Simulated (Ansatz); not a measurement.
Reaction (substitution at a C–B bond): `C=CBC[SiH3]` + `CCCO` → `C=COCCC` + `BC[SiH3]`

Program: Ansatz. Geometries: PBE0-D4/def2-TZVP. ΔE: electronic, gas phase. CCSD(T)/CBS adds triple-zeta CCSD(T) − MP2 to the extrapolated MP2 energy (def2 sets, frozen cores). DFT in def2-TZVPP. B3LYP here is the variant with VWN-RPA as its local correlation; programs differ in this. Each species was taken in one conformer, which may not be the lowest.

```tsv
level	ΔE (kcal/mol)	difference from CCSD(T)/CBS
PBE-D4	13.1	-2.2
r2SCAN-D4	12.8	-2.5
PBE0-D4	13.8	-1.5
B3LYP-D4	13.6	-1.7
ωB97X-V	12.8	-2.5
B2PLYP	13.6	-1.7
PBE	12.7	-2.6
r2SCAN	12.7	-2.6
PBE0	13.5	-1.8
HF/def2-TZVPP	13.4	-1.9
MP2/def2-TZVPP	15.1	-0.2
SCS-MP2/def2-TZVPP	14.6	-0.7
CCSD(T)/def2-TZVPP	14.7	-0.6
HF/def2-QZVPP	13.4	-1.9
MP2/def2-QZVPP	15.4	0.1
CCSD/CBS(def2)	15.4	0.1
CCSD(T)/CBS	15.3	0
```

Largest T1 diagnostic among the species: 0.012.

In def2-TZVPP, CCSD(T) changes the Hartree–Fock value by +1.3 kcal/mol (the triples alone add −0.1 kcal/mol) and MP2 by +1.7 kcal/mol. From PBE to PBE0 (25 % exact exchange), in def2-TZVPP and without D4, ΔE moves by +0.7 kcal/mol.
